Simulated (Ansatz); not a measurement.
Program: Ansatz. Geometries: PBE0-D4/def2-TZVP. ΔE: electronic, gas phase. CCSD(T)/CBS adds triple-zeta CCSD(T) − MP2 to the extrapolated MP2 energy (def2 sets, frozen cores). This one scheme is used for every species. DFT in def2-TZVPP. B3LYP here is the variant with VWN-RPA as its local correlation; programs differ in this. Each species was taken in one conformer, which may not be the lowest.

`NBC[SiH2]Cl` + HCl → `NBCl` + `C[SiH2]Cl`  (ligand exchange at a B–C bond)

```
             level  ΔE (kJ/mol)  difference from CCSD(T)/CBS
         r2SCAN-D4        -81.1                         -4.8
           ωB97X-V        -79.0                         -2.7
            B2PLYP        -83.8                         -7.5
               PBE        -81.8                         -5.5
            r2SCAN        -82.8                         -6.5
              PBE0        -81.8                         -5.5
             B3LYP        -86.5                        -10.2
     HF/def2-TZVPP        -91.8                        -15.5
SCS-MP2/def2-TZVPP        -79.8                         -3.5
   CCSD/def2-TZVPP        -76.7                         -0.4
     HF/def2-QZVPP        -91.6                        -15.3
    MP2/def2-QZVPP        -78.6                         -2.3
SCS-MP2/def2-QZVPP        -80.3                         -4.0
      HF/CBS(def2)        -91.6                        -15.3
     MP2/CBS(def2)        -79.0                         -2.7
    CCSD/CBS(def2)        -77.5                         -1.2
       CCSD(T)/CBS        -76.3                            0
```

Largest T1 diagnostic among the species: 0.011.

In def2-TZVPP, CCSD(T) changes the Hartree–Fock value by +16.2 kJ/mol (the triples alone add +1.2 kJ/mol) and MP2 by +13.6 kJ/mol. The D4 term adds +8.0 kJ/mol with B3LYP and +4.8 kJ/mol with PBE0; it sums over pairs of atoms, weighted by their polarisabilities, and B3LYP, whose exchange is more repulsive, gets the larger term.
